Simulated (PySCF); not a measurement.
## Electron correlation in Se³⁺ (selenium, charge +3)

[Ar] 3d10 4s2 4p1, 2P determinant. Calculation: PySCF 2.14, in aug-cc-pVDZ-DK; the spin-free X2C one-electron Hamiltonian (Gaussian nucleus). Frozen: [Ar] 3d10; 3 electrons correlated.

```
  level  correlation energy (mhartree)
   CCSD                         -50.02
    (T)                          -0.37
CCSD(T)                         -50.39
  CCSDT                         -50.52
    FCI                         -50.52
```

Diagnostics: T1 = 0.0068, D1 = 0.0165, largest double amplitude 0.096, weight of the Hartree-Fock determinant in FCI 0.9634 (5082 determinants).

Cost of the coupled-cluster step: of the order of 0.24 core-seconds, for 3 correlated electrons.

Iterations:

```
CC2 = 0
CCSD nocc = (np.int64(2), np.int64(1)), nmo = (22, 22)
frozen orbitals [[0, 1, 2, 3, 4, 5, 6, 7, 8, 9, 10, 11, 12, 13], [0, 1, 2, 3, 4, 5, 6, 7, 8, 9, 10, 11, 12, 13]]
max_cycle = 100
direct = 0
conv_tol = 1e-08
conv_tol_normt = 1e-06
diis_space = 8
diis_start_cycle = 0
Init t2, MP2 energy = -0.0345875266679813
Init E_corr(UCCSD) = -0.0345875266690252
cycle = 1  E_corr(UCCSD) = -0.044833689157302  dE = -0.0102461625  norm(t1,t2) = 0.0425976
cycle = 2  E_corr(UCCSD) = -0.0481292051377211  dE = -0.00329551598  norm(t1,t2) = 0.0159406
cycle = 3  E_corr(UCCSD) = -0.050028722253499  dE = -0.00189951712  norm(t1,t2) = 0.00642215
cycle = 4  E_corr(UCCSD) = -0.0500119825322328  dE = 1.67397213e-05  norm(t1,t2) = 0.000597814
cycle = 5  E_corr(UCCSD) = -0.0500184382287147  dE = -6.45569648e-06  norm(t1,t2) = 4.87227e-05
cycle = 6  E_corr(UCCSD) = -0.0500168541302871  dE = 1.58409843e-06  norm(t1,t2) = 6.83622e-06
cycle = 7  E_corr(UCCSD) = -0.0500174969917868  dE = -6.428615e-07  norm(t1,t2) = 1.71362e-06
cycle = 8  E_corr(UCCSD) = -0.0500173327547966  dE = 1.6423699e-07  norm(t1,t2) = 4.57522e-07
cycle = 9  E_corr(UCCSD) = -0.0500173395079751  dE = -6.75317855e-09  norm(t1,t2) = 6.4212e-08
UCCSD converged
E(UCCSD) = -2425.793601677749  E_corr = -0.05001733950797511
UCCSD(T) correction = -0.000365688126366536
```
